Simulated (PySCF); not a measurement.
## Electronic absorption of SnF2

SnF2.
SMILES: `[F][Sn][F]`

Computed with TDDFT CAM-B3LYP/def2-SVPD, vertical, gas phase, core orbitals frozen in the response, def2 core potentials past Kr (PySCF). Geometry: PBE0-D3(BJ)/def2-SVP; no solvent, vibrations or thermal averaging. Spin–orbit coupling is left out.

List the vertical singlet excitations with oscillator strengths and describe the spectrum.

| state | E (eV) | E (hartree) | f | symmetry | main configurations (H = HOMO, L = LUMO) |
| --- | --- | --- | --- | --- | --- |
| S1 | 5.09 | 0.1870 | 0.119 | B1 or B2 | H→L (98%) |
| S2 | 6.33 | 0.2325 | 0.0000 | – | H-1→L (99%) |
| S3 | 6.81 | 0.2504 | 0.013 | B1 or B2 | H-2→L (76%), H→L+1 (22%) |
| S4 | 7.04 | 0.2587 | 0.015 | B1 or B2 | H-4→L (98%) |
| S5 | 7.31 | 0.2685 | 0.027 | A1 | H-3→L (73%), H→L+2 (24%) |
| S6 | 7.48 | 0.2750 | 0.0000 | – | H-5→L (98%) |
| S7 | 7.56 | 0.2779 | 0.345 | B1 or B2 | H→L+1 (72%), H-2→L (18%) |
| S8 | 7.88 | 0.2896 | 0.379 | A1 | H→L+2 (70%), H-3→L (21%) |
| S9 | 8.54 | 0.3138 | 0.013 | A1 | H-1→L+1 (88%) |
| S10 | 8.73 | 0.3207 | 0.018 | B1 or B2 | H-2→L+1 (94%) |

Triplets (Tamm–Dancoff): T1 3.62 eV, H→L (98%); T2 5.80 eV, H→L+1 (96%); T3 6.21 eV, H-1→L (98%); T4 6.28 eV, H-2→L (98%).

The lowest singlet comes at 244 nm (491 kJ/mol) in the ultraviolet; it is of moderate strength; its leading configuration is HOMO→LUMO (98%). The most intense listed level is S8 at 7.88 eV (157 nm, f = 0.379), 2.79 eV above S1. Löwdin shares by element: HOMO tin 57%, fluorine 43%; LUMO tin 82%, fluorine 18%. Orbital energies (eV): HOMO-3 -12.82, HOMO-2 -12.36, HOMO-1 -12.13, HOMO -10.28, LUMO -2.04, LUMO+1 -0.03, LUMO+2 0.50. Of the 10 states listed, 8 reach f = 0.01 and 2 stay under 0.0005. All these states lie below the vertical ionisation energy of 11.59 eV (ΔSCF). Symmetry labels in C2v follow from the direction of the transition dipole and are given only for states with f of 0.002 or more; B1 and B2 swap with the choice of axes. Singlets were solved by full linear response, triplets in the Tamm–Dancoff approximation.
